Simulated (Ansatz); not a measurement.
Geometry optimisation, Ansatz, RHF/def2-SVP.

input.yaml

```yaml
crystal:
  periodic: [false, false, false]
  atoms:
    - { symbol: Mo, position_ang: [-0.058002, -0.012216, -0.076794] }
    - { symbol: Cl, position_ang: [-0.147942, -0.054851, 2.230024] }
    - { symbol: Cl, position_ang: [2.163043, -0.32547, -0.324166] }
    - { symbol: Cl, position_ang: [-0.34181, 2.188538, -0.32611] }
    - { symbol: Cl, position_ang: [-2.385548, -0.228738, -0.052459] }
    - { symbol: F, position_ang: [-0.159498, -1.839524, -0.002677] }
    - { symbol: Cl, position_ang: [-0.237588, -0.220685, -2.382611] }
    - { symbol: F, position_ang: [1.785531, 1.824445, 1.425534] }
    - { symbol: H, position_ang: [1.751514, 1.677002, 2.32156] }
basis:
  gaussian: { orbitals: def2-SVP }
hamiltonian:
  xc: hf
relax:
  f_tol: 0.03
  max_steps: 50
```

Launched with:

```bash
$ ansatz run input.yaml --threads 4 --pin off --max-ram 5120MiB --backend cpu --events-out ev --progress --plain --runs-dir out
```

Question: Where does it end, and by what steps?

Answer: It converged. The force dipped under the threshold on the way, but the program's further checks kept it going. After 16 steps the energy has fallen by 0.567 eV; F8 moved furthest, 1.12 Å.

```json
{"step": "0", "energy less start (eV)": "0.0000", "largest force component (eV/Å)": "0.839", "accepted": "yes"}
{"step": "1", "energy less start (eV)": "-0.2184", "largest force component (eV/Å)": "1.276", "accepted": "yes"}
{"step": "2", "energy less start (eV)": "-0.4053", "largest force component (eV/Å)": "1.564", "accepted": "yes"}
{"step": "3", "energy less start (eV)": "-0.5044", "largest force component (eV/Å)": "0.579", "accepted": "yes"}
{"step": "4", "energy less start (eV)": "-0.5402", "largest force component (eV/Å)": "0.616", "accepted": "yes"}
{"step": "5", "energy less start (eV)": "-0.5542", "largest force component (eV/Å)": "0.356", "accepted": "yes"}
{"step": "6", "energy less start (eV)": "-0.5594", "largest force component (eV/Å)": "0.213", "accepted": "yes"}
{"step": "7", "energy less start (eV)": "-0.5179", "largest force component (eV/Å)": "1.676", "accepted": "no"}
{"step": "8", "energy less start (eV)": "-0.5632", "largest force component (eV/Å)": "0.064", "accepted": "yes"}
{"step": "9", "energy less start (eV)": "-0.5642", "largest force component (eV/Å)": "0.147", "accepted": "yes"}
{"step": "10", "energy less start (eV)": "-0.5302", "largest force component (eV/Å)": "1.602", "accepted": "no"}
{"step": "11", "energy less start (eV)": "-0.5648", "largest force component (eV/Å)": "0.100", "accepted": "yes"}
{"step": "12", "energy less start (eV)": "-0.5635", "largest force component (eV/Å)": "0.433", "accepted": "no"}
{"step": "13", "energy less start (eV)": "-0.5662", "largest force component (eV/Å)": "0.013", "accepted": "yes"}
{"step": "14", "energy less start (eV)": "-0.5665", "largest force component (eV/Å)": "0.168", "accepted": "yes"}
{"step": "15", "energy less start (eV)": "-0.5670", "largest force component (eV/Å)": "0.099", "accepted": "yes"}
{"step": "16", "energy less start (eV)": "-0.5671", "largest force component (eV/Å)": "0.029", "accepted": "yes"}
```

```xyz
9
Properties=species:S:1:pos:R:3
Mo -0.259 -0.185 -0.306
Cl -0.063 -0.037 2.027
Cl 2.015 -0.246 -0.351
Cl -0.310 2.053 -0.553
Cl -2.514 -0.264 0.030
F -0.258 -1.998 -0.151
Cl -0.431 -0.473 -2.551
F 2.359 2.413 2.183
H 1.831 1.746 2.484
```

Whether the end is a true minimum wasn't checked by a vibrational analysis.

Time of the run: 72 s on 4 threads of Arm Neoverse V1 (shared host), peak memory 0.58 GiB.
